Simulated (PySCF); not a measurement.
F₅Si₂, SMILES F[Si](F)[Si](F)(F)F, multiplicity 2.

Geometry: B3LYP-D3(BJ)/def2-SVP. The isomer is the one that the SMILES or the coordinates give; other isomers of the formula were not compared. One conformer was computed; it need not be the lowest.

Two levels are set side by side: PBE/def2-TZVP (PySCF) and M06-2X/def2-TZVP (PySCF). Same geometry, gas phase. Differences are taken from unrounded values.

```json
[
 {"quantity": "α-spin orbital gap (eV)", "PBE": "4.00"},
 {"quantity": "β-spin orbital gap (eV)", "PBE": "4.54"},
 {"quantity": "dipole moment (D)", "PBE": "1.21"},
 {"quantity": "mean polarisability (bohr³)", "PBE": "50.6"}
]
```

Q: These are the PBE values. What does M06-2X give? (An estimate is asked for; the answer gives what the named calculation found.)

A: 
```tsv
quantity	M06-2X	PBE minus M06-2X
α-spin orbital gap (eV)	8.03	-4.03
β-spin orbital gap (eV)	8.62	-4.09
dipole moment (D)	1.60	-0.40
mean polarisability (bohr³)	45.8	4.8
```

Loosely held outer electrons make PBE densities more polarisable. Differences between two approximate levels are no errors against the true value.

Rough cost on one machine, each run with all the roots and properties that it gave: M06-2X against PBE about 2 times.
